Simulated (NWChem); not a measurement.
System: phosphine (PH$_{3}$); SMILES P

NWChem input:

```
start job
memory heap 200 mb stack 700 mb global 900 mb
geometry units angstroms noautosym nocenter noautoz
  P      0.000000     0.000000     0.132385
  H     -0.777774     0.908682    -0.641675
  H      1.175829     0.219230    -0.641675
  H     -0.398055    -1.127913    -0.641675
end
basis spherical
  * library pcsseg-1
end
dft
  xc xpbe96 cpbe96
  iterations 150
end
property
  shielding 2 1 2
end
task dft property
```

NWChem printed, in part:

```
             Northwest Computational Chemistry Package (NWChem) 7.3.0
             --------------------------------------------------------

                             Geometry "geometry" -> ""
                             -------------------------

 Output coordinates in angstroms (scale by  1.889725989 to convert to a.u.)

  No.       Tag          Charge          X              Y              Z
 ---- ---------------- ---------- -------------- -------------- --------------
    1 P                   15.0000     0.00000000     0.00000000     0.13238500
    2 H                    1.0000    -0.77777400     0.90868200    -0.64167500
    3 H                    1.0000     1.17582900     0.21923000    -0.64167500
    4 H                    1.0000    -0.39805500    -1.12791300    -0.64167500

 Effective nuclear repulsion energy (a.u.)      17.4805353809

  pbe96 is a nonlocal functional; adding pw91lda local functional.
                              NWChem Property Module
                              ----------------------

  itol2e modified to match energy
  convergence criterion.

                                 NWChem DFT Module
                                 -----------------

 Summary of "ao basis" -> "ao basis" (spherical)
 ------------------------------------------------------------------------------
       Tag                 Description            Shells   Functions and Types
 ---------------- ------------------------------  ------  ---------------------
 P                          pcsseg-1                10       24   4s5p1d
 H                          pcsseg-1                 3        5   2s1p

  itol2e modified to match energy
  convergence criterion.

            General Information
            -------------------
          SCF calculation type: DFT
          Wavefunction type:  closed shell.
          No. of atoms     :     4
          No. of electrons :    18
           Alpha electrons :     9
            Beta electrons :     9
          Charge           :     0
          Spin multiplicity:     1
          Use of symmetry is: off; symmetry adaption is: off
          Maximum number of iterations: 150
          AO basis - number of functions:    39
                     number of shells:    19
          Convergence on energy requested:  1.00D-07
          Convergence on density requested:  1.00D-05
          Convergence on gradient requested:  5.00D-04

              XC Information
              --------------
          PerdewBurkeErnzerhof Exchange Functional  1.000
            Perdew 1991 LDA Correlation Functional  1.000 local
           PerdewBurkeErnz. Correlation Functional  1.000 non-local

             Grid Information
             ----------------
          Grid used for XC integration:  fine
          Radial quadrature: Mura-Knowles
          Angular quadrature: Lebedev.
          Tag              B.-S. Rad. Rad. Pts. Rad. Cut. Ang. Pts.
          ---              ---------- --------- --------- ---------
          P                   1.00      123           7.0       770
          H                   0.35       60           8.0       590
          Grid pruning is: on
          Number of quadrature shells:   303
          Spatial weights used:  Erf1

      Superposition of Atomic Density Guess
      -------------------------------------

 Sum of atomic energies:        -342.12020095

      Non-variational initial energy
      ------------------------------

[...]

          -----------------------------------------
          Chemical Shielding Tensors (GIAO, in ppm)
          -----------------------------------------

                                NWChem CPHF Module
                                ------------------

  scftype          =     RHF
  nclosed          =        9
  nopen            =        0
  variables        =      270
  # of vectors     =        3
  tolerance        = 0.10D-03
  level shift      = 0.00D+00
  max iterations   =       50
  max subspace     =       30

 SCF residual:    2.0225974961694904E-005

Iterative solution of linear equations
  No. of variables      270
  No. of equations        3
  Maximum subspace       30
        Iterations       50
       Convergence  1.0D-04

   iter   nsub   residual    time
   ----  ------  --------  ---------
     1      3    9.18D-06       9.5

      Atom:    1  P
        Diamagnetic
    967.2732     -0.0000     -0.0000
     -0.0000    967.2732     -0.0000
     -0.0000     -0.0000    964.9970

        Paramagnetic
   -371.7525     -0.0000     -0.0000
     -0.0000   -371.7524     -0.0003
     -0.0000     -0.0003   -435.1493

        Total Shielding Tensor
    595.5207     -0.0000     -0.0000
     -0.0000    595.5208     -0.0003
     -0.0000     -0.0003    529.8476

           isotropic =     573.6297
          anisotropy =      32.8366

          Principal Components and Axis System
                 1           2           3
              595.5208    595.5207    529.8476

      1        -0.2228      0.9749      0.0000
      2         0.9749      0.2228      0.0000
      3        -0.0000     -0.0000      1.0000

      Atom:    2  H
        Diamagnetic
     28.7222     -5.5246      4.5797
     -5.5246     30.4479     -5.3505
      4.5797     -5.3505     27.3858

        Paramagnetic
      0.7127      1.6787     -1.4365
      1.6787      0.1883      1.6782
     -1.4365      1.6782      0.4555

        Total Shielding Tensor
     29.4349     -3.8459      3.1432
     -3.8459     30.6362     -3.6723
      3.1432     -3.6723     27.8413

           isotropic =      29.3041
          anisotropy =      10.9389

          Principal Components and Axis System
                 1           2           3
               36.5968     26.1430     25.1726

      1        -0.5693      0.7597     -0.3143
      2         0.6651      0.6503      0.3672
      3        -0.4833      0.0000      0.8754
```

Level: PBE/pcSseg-1, GIAO. Geometry: optimised at B3LYP/6-31G* (spherical d). No frequency run checked for a minimum. The printed shielding anisotropy is the first printed principal value minus the mean of the other two.
